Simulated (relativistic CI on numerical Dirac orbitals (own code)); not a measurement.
# Hg³⁺: 5p photoemission

Computed with this model: Dirac-Coulomb-Breit CI, KLI orbitals optimised for each configuration, a model potential for QED, multiplet model of photoemission in the sudden approximation, unscaled Slater integrals; configurations [Xe] 4f14 5d9 → [Kr] 4d10 4f14 5s2 5p5 5d9; 80 K; Lorentzian 1.5 eV and Gaussian 0.6 eV FWHM. Energies are those of the free ion, without screening or charge transfer. The energies are binding energies and can lie tens of eV above those of solids. S is read from ⟨S²⟩ = S(S + 1).

Field parameters in Wybourne normalisation: D3d B²₀ = −7Dσ, B⁴₀ = −14Dq − 21Dτ, B⁴₃ = −14√(10/7) Dq. The field is a parameter set, without covalency.

free ion: ground-state S = 0.50, centroid 114.55 eV. Peaks (eV, height): 105.0 (100), 108.4 (49), 110.4 (35), 112.8 (61), 127.0 (58), 129.0 (72).

D3d, 10Dq = 27800, Dσ = -1200, Dτ = 310 cm⁻¹: ground-state S = 0.50, centroid 114.59 eV. Peaks (eV, height): 106.0 (100), 112.2 (41), 126.4 (48), 129.2 (43).

Strongest unbroadened transitions for free ion:

```
Energy (eV)  Relative strength
     105.01              100.0
     106.55               46.1
     108.50               37.5
     110.35                9.6
     110.48               12.9
     112.67               45.0
     112.98               19.9
     126.02                0.1
     127.01               55.3
     129.04               73.0
     131.79                0.5
```
